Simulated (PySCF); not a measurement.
C₆H₅N₂O (doublet state).
SMILES with atom numbers: `[N:1]#[C:2][CH:3][C@@H:4]([CH:5]=[O:6])[CH2:7][C:8]#[N:9]` (hydrogens: H10 on C3; H11 on C4; H12 on C5; H13, H14 on C7)

Cartesian coordinates in Å at the GFN2-xTB level; atoms count from 1:
```
atom  x, y, z in Å
N1    -1.964   -2.087    1.295
C2    -1.758   -1.233    0.539
C3    -1.491   -0.240   -0.365
C4    -0.136    0.327   -0.521
C5    -0.207    1.407    0.572
O6    -0.564    2.528    0.381
C7     0.996   -0.671   -0.253
C8     2.277   -0.007   -0.266
N9     3.284    0.531   -0.283
H10   -2.316    0.214   -0.891
H11   -0.021    0.819   -1.491
H12    0.046    1.015    1.571
H13    0.996   -1.446   -1.027
H14    0.857   -1.158    0.717
```

The hyperfine couplings belong to this conformer and change with its torsions.

Computed, not measured: UKS B3LYP, pcH-1 on C H N O, non-relativistic, mean-field spin-orbit, GIAO (PySCF 2.14.0). Isolated species at its GFN2-xTB geometry (one conformer only). A GFN2-xTB geometry isn't a minimum of the functional, and hyperfine couplings can be far from their values at a DFT geometry. Stability of the SCF solution: not tested.

(1) Predict the first-order ENDOR lines of C3, C2, C5, C4, C7, N1, H10, H11, H12 and H14 under fast tumbling at B = 3337.6 mT (W band).

(2) Which pairs are centred on the nuclear Larmor frequency, and which on half the coupling?

(3) At what field would the lower line of C7 fall to zero frequency?

Results:

(1) ν± = |νn ± a/2|, one line for each electron-spin manifold; νn = |g_N| × 7.62259 MHz/T × B.

```
nuclei  isotope     g_N  νn (MHz)  a_iso (MHz)  lower line (MHz)  upper line (MHz)
    C3      13C  1.4048     35.74        66.53              2.48             69.00
    C2      13C  1.4048     35.74       -56.15              7.66             63.82
    C5      13C  1.4048     35.74        54.83              8.32             63.16
    C4      13C  1.4048     35.74       -21.13             25.17             46.31
    C7      13C  1.4048     35.74        15.02             28.23             43.25
    N1      14N  0.4038     10.27         9.05              5.75             14.80
   H10       1H  5.5857    142.11       -52.65            115.78            168.43
   H11       1H  5.5857    142.11        28.29            127.96            156.25
   H12       1H  5.5857    142.11        11.27            136.47            147.74
   H14       1H  5.5857    142.11        -1.47            141.37            142.84
```

The rows for 13C, of low natural abundance, apply to labelled samples.

(2) Centred on νn, since |a| < 2νn: C3, C2, C5, C4, C7, N1, H10, H11, H12 and H14. No pair has |a| > 2νn.

(3) Where νn = |a|/2, that is B = 7.51 MHz/(1.4048 × 7.62259 MHz/T) = 701 mT, as far as first order holds there.

The Mulliken spin populations are largest on C3 (+0.78), N1 (+0.39), C2 (-0.20) and O6 (+0.08). The positive populations add up to 1.29 and the negative ones to -0.29, together 2S = 1. The angles at C3 add up to 359.6°, so it is planar; its axial dipolar tensor and the negative coupling of its proton fit spin in a p orbital normal to that plane.

On an Arm Neoverse V2 with one thread, on a shared host, this took 89 s (grids of density and orbitals included) and 1.1 GiB of memory at its peak.
